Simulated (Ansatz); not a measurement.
Ansatz (a program for electronic structure) input (HF/aug-cc-pVTZ):

Ansatz 0.2 input:
```yaml
crystal:
  periodic: [false, false, false]
  atoms:
    - {symbol: C, position_ang: [-1.93431127, 0.08716731, 0.35535192]}
    - {symbol: C, position_ang: [-0.75443489, 0.35236595, -0.56730188]}
    - {symbol: C, position_ang: [0.56497054, -0.08049930, 0.01824541]}
    - {symbol: O, position_ang: [0.73112130, -0.58792262, 1.09619992]}
    - {symbol: O, position_ang: [1.59147201, 0.17115359, -0.83087295]}
    - {symbol: H, position_ang: [-1.81802030, 0.61626239, 1.30089247]}
    - {symbol: H, position_ang: [-2.02155811, -0.97488479, 0.58326737]}
    - {symbol: H, position_ang: [-2.86220530, 0.41703101, -0.11285936]}
    - {symbol: H, position_ang: [-0.86969000, -0.16159067, -1.52561461]}
    - {symbol: H, position_ang: [-0.66814695, 1.41396254, -0.81502257]}
    - {symbol: H, position_ang: [2.40152788, -0.13083210, -0.39105182]}
basis:
  gaussian:
    orbitals: aug-cc-pVTZ
hamiltonian:
  xc: hf
magnetization: {spin_polarized: true, initial_magnetization: 2}
```

Output:

```
Functional definition: HF
integrals: 0.37 GiB planned
1661 factors; their error is unknown
mean field: 3.05 GiB planned
mean field evaluation 1: about -7254.3301 eV, gradient 2.8e1 eV
mean field evaluation 2: about -7258.2535 eV, gradient 1.3e1 eV
mean field evaluation 4: about -7259.4704 eV, gradient 2.3e0 eV
mean field evaluation 8: about -7259.6160 eV, gradient 2.0e-1 eV
mean field evaluation 16: about -7259.6421 eV, gradient 4.0e-3 eV
mean field evaluation 32: about -7258.5487 eV, gradient 5.6e0 eV
mean field evaluation 64: about -7256.9407 eV, gradient 1.0e0 eV
mean field -7259.64205741 eV, -266.7869248477 hartree, gradient 4.8e-5 eV, S^2 2.020195; 3 other end points of the search recorded, 0 dependent functions left out
reference -7259.64205741 eV, -266.7869248477 hartree; 21, 19 occupied and 347, 349 virtual orbitals, 1661 factors
Total energy: -7259.64205741 eV, -266.7869248477 hartree
```

This state (charge 0, triplet) is run at the relaxed geometry of the species with charge 0 and multiplicity 1, and is a spin state other than that species' own.
